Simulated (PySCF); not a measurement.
## Working out the ionisation energy of Ta

Ta [Xe] 4f14 5d3 6s2 (4F) → Ta+ [Xe] 4f14 5d3 6s1 (5F). Calculation: PySCF 2.14, in def2-QZVPPD with the def2 core potential (60 electrons) (7s6p4d3f2g, 84 functions); scalar relativity through the core potential. Frozen: nothing. Energies in hartree (1 hartree = 27.21139 eV):

```json
{"part": "UHF", "Ta (lower)": "-56.293559", "Ta+ (upper)": "-56.083251"}
{"part": "MP2 opposite-spin", "Ta (lower)": "-0.229840", "Ta+ (upper)": "-0.182600"}
{"part": "MP2 same-spin", "Ta (lower)": "-0.100207", "Ta+ (upper)": "-0.092784"}
```

Problem. What does Hartree-Fock give?

Solution. (-56.083251) − (-56.293559) = 0.210308 hartree = 5.723 eV.

Problem. What do MP2 and SCS-MP2 (6/5 opposite-spin, 1/3 same-spin) give?

Solution. The opposite-spin parts differ by 1.285 eV and the same-spin parts by 0.202 eV. MP2: 5.723 + (1.285) + (0.202) = 7.210 eV. SCS-MP2: 5.723 + 1.2 × (1.285) + (0.202)/3 = 7.332 eV.

Measured between the centres of the two terms (NIST): 7.573 eV, so MP2 (valence and next inner shell) is off by -0.363 eV.

What remains against the reference includes basis incompleteness and correlation beyond second order.
